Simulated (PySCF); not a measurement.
Electron correlation in Tb⁺ (terbium, charge +1)

[Xe] 4f9 5d1, one real determinant (an excited configuration). Calculation: PySCF 2.14, in x2c-TZVPPall with one added diffuse shell each of s, p, d, f type (12s8p8d5f2g, 129 functions); scalar relativity by spin-free X2C-1e. Frozen: [Kr] 4d10; 18 electrons correlated.

MP2 pair energies summed by pair of shells (mhartree):

```tsv
pair	energy	share (%)
4f-4f	-269.61	39.0
4f-5p	-187.50	27.1
5p-5p	-111.30	16.1
4f-5s	-43.69	6.3
5s-5p	-32.43	4.7
5p-5d	-23.98	3.5
4f-5d	-14.39	2.1
5s-5s	-5.95	0.9
5s-5d	-3.06	0.4
```

Total MP2 correlation energy: -691.91 mhartree.

Same-spin part -292.04 and opposite-spin part -399.86 mhartree; SCS-MP2 scales them by 1/3 and 6/5 to -577.18 mhartree.

The reference is one real determinant that mixes LS terms of this configuration.
